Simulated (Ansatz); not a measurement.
(KI)2 ring (K₂I₂). The state is a singlet with charge 0. Geometry PBE0-D4/def2-SVP, basis def2-TZVP, Ansatz.

```xyz
4

K    -2.109   -0.243   -0.060
I    -0.104    1.411   -2.060
K     2.108    0.247    0.063
I     0.104   -1.415    2.057
```

```
run  HOMO (eV)  LUMO (eV)
  A      -5.34      -0.82
  B      -4.89      -1.48
  C      -8.24      -0.40
  D      -7.35      -0.54
  E      -5.27      -1.51
  F      -8.50       0.25
```

In the def2 sets I takes a core potential; there is no spin–orbit coupling.

The runs used BLYP, CAM-B3LYP, HF, LDA (SPW92), r2SCAN, ωB97M-V. Estimate which is which.

A r2SCAN (0 % exact exchange); B BLYP (0 % exact exchange); C ωB97M-V (range-separated); D CAM-B3LYP (range-separated); E LDA (SPW92) (0 % exact exchange); F HF (100 % exact exchange). Exact exchange lowers occupied and raises empty levels; among semilocal functionals meta-GGAs tend to open the gap a little, and such runs are hard to tell apart. The gap grows from 3.41 eV (BLYP) to 8.76 eV (HF).
